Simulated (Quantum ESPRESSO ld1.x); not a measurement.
Task: All-electron atom: Au IV in [Xe] 4f14 5d8. Calculated with ld1.x of Quantum ESPRESSO 7.5: non-relativistic Kohn-Sham, PBE, spin-unpolarised, spherical densities, point nucleus; relativity is left out, which matters for an element this heavy. Some entries of the table are withheld. Estimate them.

| orbital | occ. | eigenvalue (eV) | <1/r> (bohr^-1) |
|---|---|---|---|
| 1s | 2 | -73109.7 | 78.45 |
| 2s | 2 | -12230.9 | (1) |
| 2p | 6 | -11760.0 | 18.50 |
| 3s | 2 | -2890.37 | (2) |
| 3p | 6 | -2668.44 | 7.108 |
| 3d | 10 | -2254.45 | (3) |
| 4s | 2 | -638.326 | 3.126 |
| 4p | 6 | -542.589 | 3.039 |
| 4d | 10 | -366.609 | (4) |
| 4f | 14 | -130.870 | 2.510 |
| 5s | 2 | -120.307 | (5) |
| 5p | 6 | -89.7386 | (6) |
| 5d | 8 | -41.6493 | 0.9174 |

Result: 
(1) 2s <1/r> (bohr^-1): 18.46
(2) 3s <1/r> (bohr^-1): 7.153
(3) 3d <1/r> (bohr^-1): 7.039
(4) 4d <1/r> (bohr^-1): 2.856
(5) 5s <1/r> (bohr^-1): 1.299
(6) 5p <1/r> (bohr^-1): 1.190
